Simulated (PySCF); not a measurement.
Calculated NMR parameters of C=C1C[C@@H]([C@@H](C)O)C1=C

| Item | Value |
| --- | --- |
| Formula | C8H12O |
| SMILES | C=C1C[C@@H]([C@@H](C)O)C1=C |
| Point group of the computed structure | C1 |
| Degrees of unsaturation | 3 |
| Carbon signals | 8 |
| Proton signals | 10 |

Molfile (atoms numbered from 1):
```
C8H12O
     RDKit          3D

 21 21  0  0  0  0  0  0  0  0999 V2000
    3.1028    0.2451    0.4624 C   0  0  0  0  0  0  0  0  0  0  0  0
    1.8507    0.0166    0.1019 C   0  0  0  0  0  0  0  0  0  0  0  0
    1.0886   -1.2190   -0.3078 C   0  0  0  0  0  0  0  0  0  0  0  0
   -0.1788   -0.3422   -0.4543 C   0  0  1  0  0  0  0  0  0  0  0  0
   -1.3045   -0.7093    0.5214 C   0  0  1  0  0  0  0  0  0  0  0  0
   -2.4851    0.2536    0.4057 C   0  0  0  0  0  0  0  0  0  0  0  0
   -1.7121   -2.0477    0.3256 O   0  0  0  0  0  0  0  0  0  0  0  0
    0.6662    0.8575   -0.0786 C   0  0  0  0  0  0  0  0  0  0  0  0
    0.4433    2.1595    0.0005 C   0  0  0  0  0  0  0  0  0  0  0  0
    3.4449    1.2341    0.7159 H   0  0  0  0  0  0  0  0  0  0  0  0
    3.8290   -0.5487    0.5168 H   0  0  0  0  0  0  0  0  0  0  0  0
    1.4396   -1.6774   -1.2310 H   0  0  0  0  0  0  0  0  0  0  0  0
    1.0075   -1.9873    0.4592 H   0  0  0  0  0  0  0  0  0  0  0  0
   -0.5809   -0.3003   -1.4712 H   0  0  0  0  0  0  0  0  0  0  0  0
   -0.9139   -0.6884    1.5450 H   0  0  0  0  0  0  0  0  0  0  0  0
   -3.3051   -0.0958    1.0289 H   0  0  0  0  0  0  0  0  0  0  0  0
   -2.8304    0.3105   -0.6260 H   0  0  0  0  0  0  0  0  0  0  0  0
   -2.1938    1.2456    0.7357 H   0  0  0  0  0  0  0  0  0  0  0  0
   -2.0869   -2.1251   -0.5597 H   0  0  0  0  0  0  0  0  0  0  0  0
   -0.5171    2.5941   -0.2207 H   0  0  0  0  0  0  0  0  0  0  0  0
    1.2270    2.8415    0.2846 H   0  0  0  0  0  0  0  0  0  0  0  0
  1  2  2  0
  2  3  1  0
  3  4  1  0
  4  5  1  0
  5  6  1  0
  5  7  1  0
  4  8  1  0
  8  9  2  0
  8  2  1  0
  1 10  1  0
  1 11  1  0
  3 12  1  0
  3 13  1  0
  4 14  1  6
  5 15  1  1
  6 16  1  0
  6 17  1  0
  6 18  1  0
  7 19  1  0
  9 20  1  0
  9 21  1  0
M  END
```

[PySCF: GIAO PBE0/pcSseg-1 shieldings; geometry from GFN2-xTB; one averaged value for each set of equivalent atoms; non-relativistic Hamiltonian; isolated molecule; one conformer]

Chemical shifts δ = σref − σ; ¹H, ¹³C vs TMS; H2O for ¹⁷O, all at this level.

```tsv
carbon	δC, type	δH (multiplicity)	HMBC from (2–3 bonds)	span of the C tensor (ppm)
C1	112.2, CH2	H10 5.74 (br s); H11 5.24 (br s)	H13, H12	202
C2	153.9, C	–	H10, H21, H11, H20, H13, H12, H14	219
C3	34.3, CH2	H12 2.81 (m); H13 2.83 (m)	H10, H11, H15, H14	28
C4	51.9, CH	2.25 (m)	H21, H20, H15, H13, H12, H16/H17/H18	27
C5	75.8, CH	3.41 (m)	H13, H12, H14, H16/H17/H18	54
C6	25.4, CH3	1.28 (d)	H15, H14	38
C8	157.0, C	–	H10, H21, H11, H20, H15, H13, H12, H14	216
C9	111.3, CH2	H20 5.13 (br s); H21 5.65 (br s)	H14	198
```

Other nuclei:
```csv
atoms,nucleus,environment,δ (ppm),σ (ppm)
H19,¹H,hydrogen on an alcohol oxygen,-0.30,32.01
O7,¹⁷O,alcohol oxygen,73.5,262.6
```

1. Carbon types of the structure: 2 × C, 2 × CH, 3 × CH2, 1 × CH3, leaving 1 H on heteroatoms.
2. δC 157.0, 153.9: fully substituted alkene carbon; an sp2 carbon of a C=C bond.
3. δC 112.2, 111.3: terminal =CH2 carbon; the olefinic region.
4. δC 75.8: sp3 CH bonded to O; the inductive effect lowers its shielding.
5. δC 34.3: allylic sp3 CH2; a saturated carbon with 2 carbon neighbours and no heteroatom attached.
6. δH -0.30: hydrogen on an alcohol oxygen; exchangeable, gas-phase position.

Exchangeable OH/NH protons stand at their gas-phase positions; hydrogen bonding in a real sample shifts them, mostly to higher δ. Shifts are as computed. Against solution values, carbons near 30 ppm lie about +3 ppm off and those near 130 ppm about +5 ppm. Of 1211 compounds with measured shifts, 218 miss one by over three times the rms of a fit or turn the order of signals round; such compounds aren't used in these exercises. Experimental scales use liquid or dissolved standards, which lie at an offset from isolated H2O (liquid H2O: subtract about 36 ppm). Multiplicities follow the n + 1 count of equivalent neighbours, as no J values were calculated; m marks all less simple cases, F and P coupling included.
